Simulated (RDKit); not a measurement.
Job for RDKit: UFF on C2H8O2 (a complex), monomers drawn apart or pushed together.

```python
from rdkit import Chem
from rdkit.Chem import AllChem, rdDetermineBonds

blocks = [
'''3

O    -0.21921492    0.30778628    0.17249084
H     0.30394542    0.10224478    0.96662942
H     0.12508768   -0.26414696   -0.51973432
''',
'''9

C    -1.30151831    0.22718945    5.01584203
C    -0.26723095   -0.87930482    4.93435025
O     0.91033983   -0.48218404    4.21461475
H    -2.19256299   -0.12500465    5.54033369
H    -1.59104138    0.55394899    4.01678455
H    -0.91210945    1.08797199    5.56671172
H     0.01468207   -1.22985429    5.93280667
H    -0.65954580   -1.73205463    4.38055116
H     1.28969530    0.29162308    4.64659171
''',
]
mol = None
for b in blocks:
    f = Chem.MolFromXYZBlock(b)
    rdDetermineBonds.DetermineBonds(f, charge=0)
    mol = f if mol is None else Chem.CombineMols(mol, f)
Chem.SanitizeMol(mol)
print(Chem.MolToSmiles(Chem.RemoveHs(mol)))
ff = AllChem.UFFGetMoleculeForceField(mol, vdwThresh=100.0, ignoreInterfragInteractions=False)
e = ff.CalcEnergy()
print(f'UFF energy {e:.6f} kcal/mol')
```

Program output:

```
CCO.O
UFF energy 4.728588 kcal/mol
```

The run finished.

Cost: about 0.04 core-seconds (a rough figure).
